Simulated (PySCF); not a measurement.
## Electron correlation in C (carbon, neutral)

[He] 2s1 2p2 3d1, one real determinant (an excited configuration). Computed with PySCF 2.14 in aug-cc-pCVTZ-DK with one added diffuse shell each of s, p, d, f type (8s7p5d3f, 75 functions), with the spin-free X2C one-electron Hamiltonian (Gaussian nucleus). Frozen: 1s2; 4 electrons correlated.

```
  level  correlation energy (mhartree)
   CCSD                         -18.24
    (T)                          -0.11
CCSD(T)                         -18.35
```

Diagnostics: T1 = 0.0079, D1 = 0.0216, largest double amplitude 0.022.

The real determinant used has ⟨L²⟩ near 8 against 12 for a pure F term, so it mixes terms. The outer electron is Rydberg-like, and this basis confines it to a smaller radius and binds it less than a complete one would.

Cost of the coupled-cluster step: about 9 core-seconds, for 4 correlated electrons.

The reference is one real determinant that mixes LS terms of this configuration.
